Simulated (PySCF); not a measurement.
## Correlation energy of N⁺ (nitrogen, charge +1)

[He] 2s2 2p2, high-spin 3P determinant. Calculation: PySCF 2.14, in x2c-SVPall (3s2p1d, 14 functions); the spin-free X2C one-electron Hamiltonian (Gaussian nucleus). Frozen: 1s2; 4 electrons correlated.

MP2 pair energies summed by pair of shells (mhartree):

| pair | energy | share (%) |
| --- | --- | --- |
| 2s-2p | -31.69 | 58.4 |
| 2s-2s | -17.18 | 31.7 |
| 2p-2p | -5.39 | 9.9 |

Total MP2 correlation energy: -54.27 mhartree.

Same-spin part -8.76 and opposite-spin part -45.51 mhartree; SCS-MP2 scales them by 1/3 and 6/5 to -57.53 mhartree.

```tsv
level	correlation energy (mhartree)
CCSD	-75.59
(T)	-0.83
CCSD(T)	-76.42
```

Diagnostics: T1 = 0.0055, D1 = 0.0114, largest double amplitude 0.128.

Cost of the coupled-cluster step: 0.16 s of wall time on 1 thread of Neoverse-N1 (shared host), for 4 correlated electrons.
